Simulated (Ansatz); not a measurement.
AsH2Et (C₂H₇As), 10 atoms. Hardware: 4 threads of AMD EPYC 9R45 on a shared host.

Correlated methods freeze 11 core orbitals; core or outer-core shells of As are correlated, in sets that lack core-valence functions.

(1) How many basis functions does each of these Ansatz runs have, and roughly what does it cost? PBE-D4/def2-TZVP, charge 1 doublet, energy, from earlier orbitals; r2SCAN-D4/def2-TZVP, charge 1 doublet at the geometry of the charge 0 singlet, energy, from earlier orbitals; PBE0-D4/def2-TZVP, charge 1 doublet at the geometry of the charge 0 singlet, energy, from earlier orbitals; BHLYP-D4/def2-TZVP, charge 0 singlet, energy, from earlier orbitals; PBE-QIDH/def2-TZVP, charge 0 singlet, energy, from earlier orbitals; PBE0-D4/def2-TZVP, charge 0 triplet at the geometry of the charge 0 singlet, energy; PBE-D4/def2-SVP, charge 0 singlet, energy, from earlier orbitals; ωB97X-V/def2-TZVP, charge 0 singlet, energy, from earlier orbitals; PBE-D4/def2-TZVP, charge 0 singlet, energy, from earlier orbitals; PBE-D4/def2-TZVP, charge 0 triplet at the geometry of the charge 0 singlet, energy, from earlier orbitals; HSE06-D4/def2-TZVP, charge 0 singlet, energy, from earlier orbitals; r2SCAN-D4/def2-TZVP, charge 0 singlet, energy, from earlier orbitals.

Results:

(1) Other jobs shared the machine, so times can vary by a factor of up to 3. A dash marks memory too small to be measured apart from the calling script's.

```csv
run,functions,fitting or Cholesky vectors,wall time,peak host memory (GiB)
"PBE-D4/def2-SVP, charge 0 singlet, energy, from earlier orbitals",95,1085,0.3 s,–
"PBE-D4/def2-TZVP, charge 0 singlet, energy, from earlier orbitals",152,1041,0.45 s,–
"BHLYP-D4/def2-TZVP, charge 0 singlet, energy, from earlier orbitals",152,1208,0.55 s,–
"HSE06-D4/def2-TZVP, charge 0 singlet, energy, from earlier orbitals",152,1091,0.65 s,–
"PBE-D4/def2-TZVP, charge 1 doublet, energy, from earlier orbitals",152,1041,0.65 s,–
"r2SCAN-D4/def2-TZVP, charge 0 singlet, energy, from earlier orbitals",152,1041,0.75 s,–
"PBE-D4/def2-TZVP, charge 0 triplet at the geometry of the charge 0 singlet, energy, from earlier orbitals",152,1041,0.8 s,–
"PBE0-D4/def2-TZVP, charge 1 doublet at the geometry of the charge 0 singlet, energy, from earlier orbitals",152,1091,0.95 s,–
"PBE-QIDH/def2-TZVP, charge 0 singlet, energy, from earlier orbitals",152,1070,0.95 s,–
"r2SCAN-D4/def2-TZVP, charge 1 doublet at the geometry of the charge 0 singlet, energy, from earlier orbitals",152,1041,1.4 s,–
"ωB97X-V/def2-TZVP, charge 0 singlet, energy, from earlier orbitals",152,1077,1.4 s,–
"PBE0-D4/def2-TZVP, charge 0 triplet at the geometry of the charge 0 singlet, energy",152,1091,2.1 s,0.65
```
